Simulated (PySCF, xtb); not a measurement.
C₄H₆NO, SMILES O=C1CCC[N]1 (connectivity only; charge and spin as stated), charge -1, multiplicity 1.

GFN2-xTB run with xtb at its own geometry gives an orbital gap of 5.13 eV.

Geometry: B3LYP-D3(BJ)/def2-SVPD. The spin state was assumed, not searched. The isomer is the one that the SMILES or the coordinates give; other isomers of the formula were not compared. The values are those of a single conformer.

Q: What does PySCF with B3LYP/def2-SVPD give? (Estimate from the structure and the level; the computed values follow.)

A: gap 4.60 eV (levels -0.50 and 4.09 eV).
